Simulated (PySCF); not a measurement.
Diatomics of Cs with the halogens

PBE0 with triple-zeta basis sets in PySCF, for the lowest determinant that a PBE0 search found; no spin–orbit coupling. De refers to high-spin ground-configuration atoms. A positive dipole means M(−)Cs(+).

| M | basis | state (unpaired electrons) | Re (Å) | ωe (cm⁻¹) | De (eV) | μ (D) |
| --- | --- | --- | --- | --- | --- | --- |
| F | def2-TZVPP | singlet (closed shell) | 2.354 | 363 | 5.01 | 7.68 |
| Cl | def2-TZVPP | singlet (closed shell) | 2.910 | 215 | 4.38 | 10.17 |
| Br | def2-TZVPP | singlet (closed shell) | 3.088 | 148 | 4.07 | 10.79 |
| I | def2-TZVPP | singlet (closed shell) | 3.326 | 117 | 3.59 | 11.51 |

The shortest bond is that of CsF (2.354 Å), the longest that of CsI (3.326 Å). CsF is bound most strongly (5.01 eV) and CsI least (3.59 eV).

Down a group the atoms grow and get heavier, so bonds lengthen and wavenumbers fall; this series shows no clear exception.

These are scalar-relativistic numbers at best; spin–orbit coupling would shift them, the dissociation energy most.
